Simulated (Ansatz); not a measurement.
```yaml
crystal:
  periodic: [false, false, false]
  atoms:
    - {symbol: F, position_ang: [-1.117657, 1.412358, -0.968606]}
    - {symbol: C, position_ang: [-0.521086, 0.161413, -0.998656]}
    - {symbol: Sn, position_ang: [0.511873, -0.215396, 0.871002]}
    - {symbol: H, position_ang: [0.178917, 0.133509, -1.837521]}
    - {symbol: H, position_ang: [-1.299224, -0.587542, -1.166144]}
    - {symbol: H, position_ang: [-0.608231, -0.164784, 2.155033]}
    - {symbol: H, position_ang: [1.229651, -1.764447, 0.790891]}
    - {symbol: H, position_ang: [1.717959, 0.967689, 1.098201]}
basis:
  gaussian: {orbitals: def2-TZVPD}
hamiltonian: {xc: {name: revPBE}, dispersion: d3bjatm}
```

```sh
$ ansatz run in.yaml --threads 2 --pin off --events-out ev --progress --plain --max-ram 4352MiB
```

Shortened log:

```
Functional definition: revPBE
1030 factors; their error is unknown
mean field evaluation 1: about -9662.3809 eV, gradient 4.6e1 eV
mean field evaluation 2: about -9654.3378 eV, gradient 7.0e1 eV
mean field evaluation 4: about -9667.3745 eV, gradient 4.0e0 eV
mean field evaluation 8: about -9667.3793 eV, gradient 3.3e-1 eV
mean field evaluation 16: about -9667.3795 eV, gradient 4.0e-5 eV
mean field -9667.37947155 eV, -355.2696427943 hartree, gradient 4.0e-5 eV, S^2 0.000000; 0 other end points of the search recorded, 0 dependent functions left out
reference -9667.37954977 eV, -355.2696456690 hartree; 21, 21 occupied and 157, 157 virtual orbitals, 1030 factors
Total energy: -9667.67680129 eV, -355.2805694609 hartree
```

Run time 1.4 s (2 threads of an Intel Xeon Platinum 8488C on a shared host); peak host memory 0.35 GiB.
